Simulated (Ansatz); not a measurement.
Breaking a bond: Re(O)3(OH), SMILES [O]=[Re](=[O])(=[O])[OH] (HO₄Re). The O5–H6 bond (O5 also carries Re; H6 carries nothing else) is pulled apart rigidly from the PBE0/def2-TZVP, def2 effective core potentials past Kr optimised geometry.

Level of theory: unrestricted PBE0/def2-TZVP, def2 effective core potentials past Kr run with Ansatz (an electronic-structure program).

Question: Relative to R = 0.95 Å, what are the energies at R = 0.77, 0.89, 1.01, 1.07 Å?

Answer: 33.6 kcal/mol at 0.77 Å, 2.9 kcal/mol at 0.89 Å, 1.9 kcal/mol at 1.01 Å, 6.9 kcal/mol at 1.07 Å.

The unrestricted determinant behind UKS-PBE0 is spin-contaminated at 1.77 to 2.79 Å (<S²> up to 1.0, against 0.00 for a pure singlet).
